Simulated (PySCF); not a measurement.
SMILES [NH2][Cd][SiH3] (H5CdNSi), PBE0/def2-SVP optimised geometry.

```
8

Cd     0.32     0.14     0.00
N      2.33     0.14     0.00
H      2.81    -0.31    -0.78
H      2.80    -0.15     0.85
Si    -2.16     0.31     0.00
H     -2.67     1.05     1.20
H     -2.81    -1.05     0.01
H     -2.68     1.03    -1.21
```

Density from PBE0/def2-TZVP, def2 effective core potentials past Kr (PySCF) at that geometry. The core electrons that the potentials of Cd replace are not part of the density.

Minimum of the electron density along straight lines between bonded atoms, close to the bond critical point (lines longer than 1.1 times the sum of covalent radii, or with two minima, are not listed):

```tsv
bond	length / Å	ρ at the minimum / e bohr⁻³	∇²ρ there / e bohr⁻⁵	position (fraction from the first atom)
Cd1–N2	2.014	0.115	[?]	0.52
N2–H3	1.018	0.329	-1.51	0.73
N2–H4	1.018	0.329	-1.51	0.73
Cd1–Si5	2.486	0.074	[?]	0.52
Si5–H6	1.499	0.116	0.15	0.49
Si5–H7	1.499	0.116	0.15	0.49
Si5–H8	1.499	0.116	0.15	0.49
```

### Question
Fill in the missing entries.

### Answer

- Cd1–N2, ∇²ρ there / e bohr⁻⁵: 0.44
- Cd1–Si5, ∇²ρ there / e bohr⁻⁵: -0.03
